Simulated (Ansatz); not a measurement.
A made-up structure of Si2H2F2, closed shell:

```xyz
6
angstrom
F 1.8265 -0.7972 0.0760
Si 0.2816 -0.5979 0.1714
F -0.6057 -1.7579 0.7215
Si -0.3667 1.1520 0.3337
H 0.5686 1.4494 -0.9525
H -1.7044 0.5515 -0.3501
```

It is relaxed with PBE-D4/def2-SVP and then PBE0-D4/def2-TZVP (Ansatz 0.2.0). Atoms count as bonded within 1.22 times the sum of their covalent radii (H–H: 0.88 Å). The end point is not checked to be a true minimum.

Q: Does its bonding change? (Judge from chemistry; the calculation decides.)

A: The calculation gives: No: no bond forms or breaks.

Where it ends: The first stage lowers the energy by 2.07 eV in 14 steps. It ends as Si₂H₂F₂ ([F][Si]([F])[SiH2]):
```
atom    x (Å)    y (Å)    z (Å)
  F1   1.8798  -1.1312   0.1962
 Si2   0.3482  -0.7357   0.2171
  F3  -0.3722  -2.0208   0.7936
 Si4  -0.4742   1.3476   0.2192
  H5   0.3616   1.6858  -0.9922
  H6  -1.7432   0.8544  -0.4340
```

Labels in which every atom is bracketed show which atoms are joined, not bond orders.

For scale, one of the runs: PBE0-D4/def2-TZVP relaxation, 148 basis functions, launched by `ansatz run in.yaml --threads 2 --pin off --events-out ev --progress --plain --max-ram 4352MiB`. The run took about 62 s on 2 CPU threads of an Intel Xeon (shared host).
